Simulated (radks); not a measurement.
Spherical quantum dot in the effective-mass picture: electrons in a well V = -V0 / (1 + exp((r - R)/a)) with V0 = 8.53, R = 4.56, a = 0.29, with a point charge +2 (a donor) at the centre, all in effective atomic units (hartree* = m*/eps^2 hartree, bohr* = eps/m* bohr), one dielectric constant everywhere. Calculated with a radial shooting solver with Libxc functionals: non-relativistic Kohn-Sham, r2SCAN, spin-polarised, spherical densities, generalised Kohn-Sham scheme. Levels are named by radial order and angular momentum (1s, 1p, 1d, 2s, ...), and open shells are averaged over m. Results are scaled to m* = 0.225 and eps = 15, for which hartree* = 27.21 meV and bohr* = 3.528 nm.

N = 22, configuration 1s2 1p6 1d10 2s2 1f(up 2, down 0). This is the lowest configuration that the search found. Occupied and some empty levels:

level,occupation,eigenvalue (meV),<r> (nm)
1s up,1,-74.017,7.284
1s down,1,-73.769,6.948
1p up,3,-67.669,11.00
1p down,3,-67.004,10.95
2s up,1,-65.813,7.037
2s down,1,-65.392,7.318
1d up,5,-61.112,11.44
1d down,5,-60.334,11.41
1f up,2,-52.293,11.81
1f down,0,-51.416,11.79
1g up,0,-41.413,12.13
1g down,0,-40.450,12.12
2p up,0,-36.887,8.329
2p down,0,-36.526,8.355
2d up,0,-22.260,9.622
2d down,0,-21.791,9.630

Energy (meV): total -3291.30, kinetic 422.94, external -5460.7, Hartree 1974.6, exchange-correlation -228.17.

Electron density:

r (nm),n(r) (e/nm^3)
0.996,0.02906
2.66,0.005374
4.32,0.001332
5.99,0.0008084
7.65,0.001231
9.31,0.001946
11.0,0.002311
12.6,0.001711
14.3,0.0005980
16.0,0.00007544
17.6,3.906e-06
19.3,1.437e-07
21.0,5.105e-09
